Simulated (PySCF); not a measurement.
Mean harmonic wavenumber (cm⁻¹) of eight silicon and germanium compounds: PBE-D3(BJ) beside PBE0-D3(BJ), computed with PySCF for isolated molecules in the bases named; differences from unrounded values. The eight are the first of their class met in an unordered collection, after screening for sound electronic states; none was chosen by its value. Each level has its own optimised geometry.

```csv
molecule,basis,PBE0-D3(BJ),PBE-D3(BJ),difference
"ClGeH6NSi, SMILES [GeH3][Si@H](Cl)N",def2-SVP,1108,1070,-38
"GeH8N2Si, SMILES N[SiH2][GeH2][NH2]",def2-SVP,1244,1202,-42
"C2H7NSi2, SMILES N[Si@@H]1C=C[SiH2]1",def2-SVP,1230,1188,-42
"FGeH4NO2, SMILES [Ge]([F])([NH2])([OH])[OH]",def2-SVP,1173,1128,-46
"Si(F)(Me)(SH)2 (CH5FS2Si), SMILES C[Si](F)(S)S",def2-SVP,1095,1059,-36
"C₃H₆FNSi, SMILES [SiH3]C1[C@@H](CN=1)F",def2-SVP,1216,1168,-48
"C3H6F2Si, SMILES C/C(F)=C/[SiH2]F",def2-SVP,1217,1174,-42
"N,N-dimethyl-1-methylsilylmethanamine (C4H13NSi), SMILES [SiH2](C)CN(C)C",def2-SVP,1412,1366,-46
```

PBE-D3(BJ) lies below PBE0-D3(BJ) in 8 and above it in 0 of the eight; the mean signed difference is -42 and the largest -48 cm⁻¹.
